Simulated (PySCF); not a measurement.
B(Cl)(Et)(NH2) (C2H7BClN), SMILES CCB(N)Cl. Geometry: PBE-D3(BJ)/def2-SVP. The structure was generated by enumeration, and PubChem lists no compound with its InChIKey, so it may never have been made. Other conformers were not sampled.

Q: Give the equilibrium geometry at PBE-D3(BJ)/def2-SVP (PySCF confirms it by a frequency run) as a Z-matrix, and its point group. (The exact figures need the calculation; the answer reports its results.)

A: This is not unique; one that fits is point group Cs.
```
C
H 1 1.1135
H 1 1.1135 2 103.86
C 1 1.5327 2 110.61 3 118.69
H 4 1.1090 1 112.37 2 -57.25
H 4 1.1109 5 106.81 1 122.71
H 4 1.1109 5 106.81 6 114.58
B 1 1.5806 2 107.46 3 -113.67
N 8 1.4004 1 123.41 2 -124.38
H 9 1.0199 8 123.19 1 180.00
H 9 1.0202 10 114.56 8 180.00
Cl 8 1.7983 9 117.38 10 0.00
```
